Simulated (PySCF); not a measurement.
A series of substituents X on one scaffold: silaethenyl-X. All species are isolated molecules in the gas phase. One relaxed conformer stands for each flexible species; it need not be the lowest. Strings in code marks are SMILES.

The four lowest singlet excitations (Tamm–Dancoff). These are PBE0-D3(BJ)/def2-TZVP in PySCF values and carry that method's errors. Excitations are Tamm–Dancoff values on a coarser integration grid. The basis has no diffuse functions, so Rydberg states are missing or too high.

```csv
state,energy (eV),wavelength (nm),oscillator strength
S1,5.61,221,0.339
S2,5.97,208,0.072
S3,6.27,198,0.021
S4,6.33,196,0.004
```

Q: Say which member gives these states.
A) `C=[SiH]F`
B) `C=[SiH]O[SiH3]` (C–Si–O–Si torsion 1°)
C) `C=[SiH]C(C)C` (C–Si–C–C torsion 125°)
D) `C=[SiH]C#N`

A: C, `C=[SiH]C(C)C` (C–Si–C–C torsion 125°)
